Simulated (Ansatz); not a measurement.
Consider the redistribution: `CN([SiH2]O)[SiH2]O` + `CNBO` → `OBN[SiH2]O` + `CN(C)[SiH2]O`.

Program: Ansatz. Geometries: PBE0-D4/def2-TZVP. ΔE: electronic, gas phase. CCSD(T)/CBS is the MP2 limit (def2-TZVPP, def2-QZVPP) plus CCSD(T) − MP2 in def2-TZVPP, frozen cores. DFT in def2-TZVPP. B3LYP here is the variant with VWN-RPA as its local correlation; programs differ in this. Each species was taken in one conformer, which may not be the lowest.

`CN([SiH2]O)[SiH2]O`:

Z-matrix (Å, degrees):
```
C
N 1 1.461
H 1 1.095 2 110.7
H 1 1.095 2 112.2 3 120.5
H 1 1.093 2 110.8 3 -119.1
Si 2 1.734 1 116.6 3 -42.1
Si 2 1.710 1 120.5 3 137.8
O 6 1.638 2 108.7 1 169.0
H 6 1.485 2 113.1 1 -73.2
H 6 1.490 2 106.6 1 45.9
O 7 1.662 2 107.6 1 -130.2
H 7 1.487 2 106.9 1 -10.1
H 7 1.489 2 114.8 1 111.4
H 8 0.965 6 114.3 2 -37.5
H 11 0.960 7 115.8 2 -156.9
```

`CNBO`:

Z-matrix (Å, degrees):
```
C
N 1 1.440
H 1 1.095 2 112.0
H 1 1.091 2 109.1 3 119.3
H 1 1.095 2 112.0 3 -121.5
B 2 1.395 1 126.3 3 -119.4
H 2 1.009 1 115.2 3 60.6
O 6 1.374 2 118.7 1 -180.0
H 6 1.203 2 119.7 1 0.0
H 8 0.957 6 112.4 2 -180.0
```

`OBN[SiH2]O`:

Cartesian coordinates in Å:
```
O -1.995 1.044 0.540
B -0.783 1.069 1.159
N 0.328 0.267 0.763
Si 0.478 -0.839 -0.541
O 1.463 -0.197 -1.690
H -2.050 0.428 -0.196
H -0.669 1.812 2.090
H 1.158 0.414 1.319
H -0.895 -1.060 -1.075
H 1.047 -2.137 -0.091
H 1.917 -0.802 -2.278
```

`CN(C)[SiH2]O`:

Z-matrix (Å, degrees):
```
C
N 1 1.443
H 1 1.092 2 110.5
H 1 1.099 2 112.2 3 120.3
H 1 1.098 2 110.8 3 -119.4
C 2 1.441 1 113.8 3 177.2
Si 2 1.707 1 121.6 3 -14.6
H 6 1.100 2 112.3 1 61.5
H 6 1.092 2 110.5 1 -177.8
H 6 1.098 2 110.8 1 -58.5
O 7 1.652 2 117.3 1 -73.1
H 7 1.487 2 105.3 1 164.8
H 7 1.480 2 108.5 1 42.4
H 11 0.958 7 117.7 2 -68.5
```

Problem. Is it downhill or uphill in electronic energy at CCSD(T)/CBS, and by how much? (Estimate.)

Solution. Ansatz gave: Uphill: ΔE = +5.5 kJ/mol.

Problem. What do these levels give: B3LYP-D4, ωB97M-V, MP2/def2-TZVPP, SCS-MP2/def2-TZVPP, CCSD/def2-TZVPP, CCSD(T)/def2-TZVPP? (An estimate is asked.)

Solution. The calculation gave: B3LYP-D4 7.6, ωB97M-V 7.3, MP2/def2-TZVPP 5.2, SCS-MP2/def2-TZVPP 5.2, CCSD/def2-TZVPP 5.6, CCSD(T)/def2-TZVPP 5.9 kJ/mol.

Largest T1 diagnostic among the species: 0.012.

The D4 term adds +3.9 kJ/mol with B3LYP and +2.1 kJ/mol with PBE0; it sums over pairs of atoms, weighted by their polarisabilities, and B3LYP, whose exchange is more repulsive, gets the larger term.
